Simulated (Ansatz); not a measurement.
`BBC[SiH3]` at its PBE0-D4/def2-TZVP geometry, where that method's forces vanish. Charge 0, multiplicity 1.

```xyz
12

B    -1.4941    0.2162    1.5888
B    -0.6756    0.8195    0.2995
C     0.8109    0.6201   -0.0727
Si    0.8956   -0.9185   -1.1711
H    -2.0158   -0.8653    1.5766
H    -1.6611    0.8616    2.5879
H    -1.3552    1.4427   -0.4835
H     1.4811    0.4048    0.7649
H     1.2284    1.4258   -0.6843
H    -0.0105   -0.7889   -2.3419
H     2.2879   -1.0893   -1.6636
H     0.5083   -2.1286   -0.4006
```

(1) What forces (eV/Å) does PBE-D4/def2-TZVPP give on these atoms in Ansatz 0.2.0? (Best estimate.)

## Answers

(1) Ansatz gave: 
```
B1   0.133  0.108 -0.226
B2  -0.106 -0.144  0.235
C3  -0.062  0.077  0.034
Si4 -0.030 -0.048 -0.022
H5  -0.066 -0.121  0.016
H6  -0.033  0.062  0.120
H7  -0.076  0.079 -0.093
H8   0.128 -0.042  0.154
H9   0.092  0.151 -0.122
H10 -0.086  0.010 -0.118
H11  0.144 -0.015 -0.052
H12 -0.036 -0.118  0.073
```
